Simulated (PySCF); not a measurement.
**Multinuclear NMR of C4H9ClOSi**

Structure with atom numbers: `[CH3:1][O:2][C@@H:3]1[CH2:4][C@@H:5]1[SiH2:6][Cl:7]`. Each H is labelled by its parent atom. Ha(C4) is cis to O2 on the ring; Ha(Si6) is pro-R; Hb(Si6) is pro-S; Hb(C4) is trans to O2 on the ring.

How the numbers were obtained: NMR shieldings at PBE0/pcSseg-1/GIAO, geometry from GFN2-xTB, in PySCF 2.14 (a single conformation, no solvent, non-relativistic Hamiltonian, fast rotation and ring inversion assumed for equivalent nuclei).

Problem. Predict the 29Si NMR data.

Solution. 
```tsv
atoms	environment	σ (ppm)	δ (ppm)
Si6	silicon bonded to C, Cl, 2 H	358.4	-14.6
```

Shieldings were converted by a linear fit to measured shifts: 29Si (scatter 8.9 ppm rms, 25.8 ppm with the 6 outliers that the fit left out vs TMS, solution or neat liquid). Occasional misses reach two or three times the rms, and more in compound classes unlike the fitted ones.

On a 600 MHz spectrometer 29Si resonates near 119.2 MHz, so 1 ppm is 119.2 Hz.

Problem. Where does 17O resonate?

Solution. 
```
atoms   environment  σ (ppm)  δ (ppm)
   O2  ether oxygen    300.6     -7.1
```

Shieldings were converted by a linear fit to measured shifts: 17O: δ = 266.70 − 0.911σ (rms 10.7 ppm, 155 shifts, 12.2 ppm with the 3 outliers that the fit left out vs liquid water, solution or neat liquid). Occasional misses reach two or three times the rms, and more in compound classes unlike the fitted ones.

On a 400 MHz spectrometer 17O resonates near 54.2 MHz, so 1 ppm is 54.2 Hz.
